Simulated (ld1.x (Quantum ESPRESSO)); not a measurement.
## tin (Sn): one change to an RRKJ potential, before and after

tin (Sn), norm-conserving RRKJ (Kleinman–Bylander form), made with ld1.x (Quantum ESPRESSO) 7.5 (PBE, scalar-relativistic). Core [Kr] 4d10, reference 5s1.75 5p2.25. Waves: 5s (bound): rc 2.10 bohr; 5p (bound): rc 2.25 bohr. Local part: the p channel. Core correction: Bessel-smoothed model core inside 1.35 bohr. rho0 = 0.005.

Change: wave 5p (bound): rc 2.25 bohr becomes 5p (bound): rc 2.92 bohr.

Cutoffs: the cutoffs (Ry, on a coarse ladder) from which the occupation-weighted sum of valence levels, in a spherical-Bessel basis at the reference potential, stays within 10 and 1 mRy of its value at 400 Ry; they do not see the model core or the augmentation charge, which bear on the density cutoff. Errors are all-electron minus pseudo energies relative to the spin-unpolarised reference configuration.

Task: How do hardness, ghosts and transferability respond?

Result: The potential gets neither clearly harder nor softer (30 Ry and 40 Ry → 30 Ry and 40 Ry); of the 7 tests that both files solve, the error grows in 0 and shrinks in 6 by more than 15 % and 0.3 meV (median size 7.9 → 4.6 meV); neither file shows a bound ghost. That the errors move this way runs against the usual rule that smaller radii transfer better.

```tsv
quantity	base	changed
cutoff, loose	30 Ry	30 Ry
cutoff, tight	40 Ry	40 Ry
loose cutoff by channel (10 mRy a level)	s 25 Ry, p 6 Ry	s 21 Ry, p 6 Ry
bound ghosts	none	none
error for 5s2 5p2, meV [ΔE -1.72 eV]	-0.6	-0.2
error for 5s2 5p1, meV [ΔE 5.15 eV]	-5.2	-3.8
error for 5s2 5p0, meV [ΔE 19.11 eV]	-50	-42
error for 5s1 5p3, meV [ΔE 5.26 eV]	-7.9	-4.6
error for 5s1 5p0, meV [ΔE 50.08 eV]	-289	-262
error for 5s0 5p4, meV [ΔE 12.46 eV]	-43	-26
error for 5s2 5p2.3, meV [ΔE -2.57 eV]	-0.8	-0.2
```
